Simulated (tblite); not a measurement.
Compound: C₉H₂₀Si.
Numbering: `[CH3:1][C:2]([CH3:3])([CH3:4])[C@H:5]1[CH2:6][CH2:7][CH2:8][SiH2:9][CH2:10]1` (hydrogens: H11, H12, H13 on C1; H14, H15, H16 on C3; H17, H18, H19 on C4; H20 on C5; H21, H22 on C6; H23, H24 on C7; H25, H26 on C8; H27, H28 on Si9; H29, H30 on C10)

Geometry (GFN2-xTB, Å), atoms numbered from 1 in this order:
```xyz
30
C9H20Si angstrom
C     -2.226   -1.174    0.643
C     -1.539   -0.152   -0.273
C     -1.547   -0.690   -1.705
C     -2.378    1.133   -0.228
C     -0.098    0.131    0.241
C      0.816   -1.099    0.156
C      2.045   -1.005    1.061
C      3.080   -0.010    0.543
Si     2.279    1.691    0.289
C      0.575    1.315   -0.463
H     -1.765   -2.155    0.572
H     -2.186   -0.849    1.681
H     -3.271   -1.283    0.361
H     -2.573   -0.841   -2.035
H     -1.029   -1.643   -1.769
H     -1.075    0.010   -2.390
H     -2.297    1.614    0.745
H     -3.426    0.897   -0.404
H     -2.068    1.838   -0.994
H     -0.202    0.391    1.303
H      1.151   -1.233   -0.876
H      0.261   -1.992    0.444
H      2.501   -1.997    1.140
H      1.728   -0.715    2.066
H      3.485   -0.382   -0.400
H      3.917    0.043    1.240
H      2.115    2.363    1.587
H      3.079    2.532   -0.609
H     -0.050    2.202   -0.387
H      0.678    1.092   -1.526
```

Method: GFN2-xTB as coded in tblite; computed harmonic values from a numerical Hessian at the method's own geometry, unscaled. Errors from tens to a few hundred cm⁻¹ against measured bands are possible. Modes of hydrogen on silicon can be 10 to 20 % off. One conformer, not necessarily the lowest.

Harmonic wavenumbers (cm⁻¹): 36.7, 90.1, 116.6, 169.3, 216.1, 230.4, 240.9, 256.6, 288.1, 296.4, 322.6, 345.1, 391.6, 430.9, 444.4, 452.2, 509.5, 539.1, 567.5, 655.5, 703.7, 758.6, 774.6, 795.9, 811.9, 823.9, 879.8, 910.7, 955.6, 959.4, 962.1, 967.2, 992.8, 1018.0, 1033.4, 1042.6, 1074.6, 1110.9, 1129.4, 1178.0, 1193.4, 1220.7, 1233.8, 1243.7, 1256.1, 1271.3, 1306.8, 1320.2, 1342.5, 1355.4, 1367.3, 1407.3, 1410.5, 1433.3, 1474.7, 1482.9, 1488.9, 1496.2, 1498.3, 1505.8, 1509.1, 1515.8, 1516.5, 1527.2, 2202.4, 2223.5, 2900.2, 2935.4, 2963.5, 2967.9, 2972.4, 2979.3, 2988.6, 2997.7, 3006.8, 3019.8, 3021.6, 3024.1, 3028.3, 3031.9, 3036.1, 3043.4, 3046.0, 3047.5.

A = 1910, B = 718.1, C = 612.0 MHz; mass 156.133 u (most abundant isotopes); point group C1, symmetry number 1.

**Question.** Zero-point energy?

**Answer.** ½Σν̃ = 58648 cm⁻¹ = 167.68 kcal/mol.

**Question.** Entropy at 273.15 K, 1 bar (ideal gas, RRHO, classical rotation)?

**Answer.** Translation 40.64, rotation 30.07, vibration 32.50: S = 103.2 cal/(mol K).

**Question.** And Cp and H(273.15 K) − H(0)?

**Answer.** Cp = 47.51 cal/(mol K), of which vibrations give 39.56 (their classical limit is 84 R = 166.9); H(273.15 K) − H(0) = 7.19 kcal/mol without the zero-point energy, 5.02 from vibrations.

**Question.** What must be added to the electronic energy to get the Gibbs energy at 273.15 K and 1 bar?

**Answer.** ZPE + [H(273.15 K) − H(0)] − T·S = 167.68 + 7.19 − 28.19 = 146.68 kcal/mol.

**Question.** Which modes carry the vibrational entropy at 273.15 K?

**Answer.** 36.7 cm⁻¹: 5.26; 90.1 cm⁻¹: 3.49; 116.6 cm⁻¹: 2.99; 169.3 cm⁻¹: 2.28; 216.1 cm⁻¹: 1.83; 230.4 cm⁻¹: 1.72 cal/(mol K); the other 78 give 14.93 together.

Hindered rotation and anharmonicity are outside this model. Other conformers, if any are populated, would add a mixing term that is left out. The structure is chiral; the term R ln 2 for an equal mix with its mirror image is left out.

Time: 3.9 s of wall time. Hardware: one thread, Intel Xeon Platinum 8259CL at 2.50 GHz (x86_64), shared host with 96 logical CPUs at a one-minute load of 53. The figure is for the frequency step alone.
